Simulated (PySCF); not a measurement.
Tetrahydropyran-2-methanol, C6H12O2.
SMILES: `[C@@H]1(CCCCO1)CO`

A PySCF run (density fitting, gas phase, GFN2-xTB geometry) gave HOMO -7.34 eV, LUMO 1.46 eV, dipole 2.46 D and E = -385.816 Eh.

Question: Which of these levels was it?
A. HF/MINI
B. PBE0/def2-SVPD
C. PBE0/pcSseg-1
D. PBE/3-21G
E. B3LYP/pcSseg-1

Answer: C. It is PBE0/pcSseg-1. All candidates on this geometry:

```tsv
level and settings	kind	basis functions	SCF cycles	E (Eh)	HOMO (eV)	LUMO (eV)	dipole (D)
PBE/3-21G	GGA	96	14	-383.6955	-5.04	2.02	2.30
PBE0/def2-SVPD	global hybrid	262	14	-385.6087	-7.41	0.69	2.52
B3LYP/pcSseg-1, level shift 0.2 Eh	global hybrid	196	11	-386.2669	-7.10	1.13	2.43
PBE0/pcSseg-1	global hybrid	196	14	-385.8160	-7.34	1.46	2.46
HF/MINI, energy threshold 1e-06 Eh	Hartree–Fock	52	7	-380.9056	-12.28	8.67	2.36
```

The nearest other candidate, by the summed differences of HOMO and LUMO, is B3LYP/pcSseg-1: its HOMO differs by +0.24 eV and its LUMO by -0.33 eV. Cycle counts include a coarse-grid stage where the run had one.
